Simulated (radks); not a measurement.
The numbers below are computed, except where a source is named.
Excited configurations of Ni2+: one electron is placed in a higher orbital outside [Ar] 3d7. The ground configuration is [Ar] 3d8. Level of theory: scalar-relativistic Kohn-Sham, PBE, spin-unpolarised, spherical densities, point nucleus (a radial shooting solver on a logarithmic mesh with Libxc functionals). Excitation = E - E(ground); binding = E(ion) - E, where the ion is the core of charge +3; n* = 3/sqrt(2 binding) in atomic units, and the quantum defect is n - n*.

| outer orbital | excitation (eV) | binding (eV) | n* | eigenvalue (eV) | <r> (bohr) |
|---|---|---|---|---|---|
| 4s | 8.827 | 28.640 | 2.068 | -23.894 | 2.257 |
| 4d | 24.823 | 12.644 | 3.112 | -10.165 | 3.933 |
| 5s | 24.469 | 12.997 | 3.069 | -11.124 | 4.834 |
| 5f | 32.298 | 5.169 | 4.867 | -4.297 | 10.04 |
| 6d | 32.548 | 4.918 | 4.990 | -4.207 | 11.82 |
| 6f | 33.807 | 3.659 | 5.785 | -3.112 | 15.16 |
| 7s | 32.550 | 4.916 | 4.991 | -4.267 | 12.78 |
| 7p | 33.109 | 4.358 | 5.301 | -3.783 | 14.12 |
| 7d | 33.994 | 3.472 | 5.938 | -3.007 | 17.20 |
| 7f | 34.752 | 2.714 | 6.717 | -2.342 | 21.26 |

The Delta-SCF ionisation energy is 37.467 eV (NIST Atomic Spectra Database: 35.19 eV, measured). Self-interaction in the functional shifts the binding energies and quantum defects, so they are the method's values and not measured ones. Spin polarisation and multiplet splitting are left out, so open shells lie too high by an amount that depends on their filling.

Beside tabulated values, note that spin-unpolarised runs miss the spin-polarisation part of the exchange energy of open shells.
